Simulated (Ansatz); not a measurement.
Start from `O=C([SiH3])S[SiH3]` and change one atom or group to get `O=[C]([SiH3])[GeH2][F]`.

Ansatz, PBE0-D4/def2-TZVP geometries, multiplicity 1. Each molecule was computed in one conformer, which needn't be the lowest.

Scalar relativity is left out up to krypton.

```csv
property,`O=C([SiH3])S[SiH3]`
HOMO energy (ωB97M-V/def2-TZVPP) / eV,-9.67
HOMO energy (B3LYP/def2-TZVPP) / eV,-7.23
HOMO–LUMO gap (PBE0/def2-TZVPP) / eV,5.86
LUMO energy (B3LYP/def2-TZVPP) / eV,-1.81
HOMO–LUMO gap (PBE/def2-TZVPP) / eV,3.51
size of the dipole moment (B3LYP/def2-TZVPP) / D,1.00
```

Q: What does the change do to each property? (An estimate is asked.)

A: Ansatz gave: 
| property | `O=[C]([SiH3])[GeH2][F]` | shift |
| --- | --- | --- |
| HOMO energy (ωB97M-V/def2-TZVPP) / eV | -8.92 | 0.75 |
| HOMO energy (B3LYP/def2-TZVPP) / eV | -6.58 | 0.65 |
| HOMO–LUMO gap (PBE0/def2-TZVPP) / eV | 4.62 | -1.24 |
| LUMO energy (B3LYP/def2-TZVPP) / eV | -2.39 | -0.58 |
| HOMO–LUMO gap (PBE/def2-TZVPP) / eV | 2.24 | -1.27 |
| size of the dipole moment (B3LYP/def2-TZVPP) / D | 0.07 | -0.93 |

With PBE0 the HOMO rises by 0.70 eV and the LUMO falls by 0.55 eV, so the gap narrows by about 1.25 eV. PBE moves the HOMO by 0.61 eV and ωB97M-V by 0.75 eV. Dipoles are sizes alone; their direction can turn.

B3LYP here is the variant with VWN-RPA as its local correlation; programs differ in this.
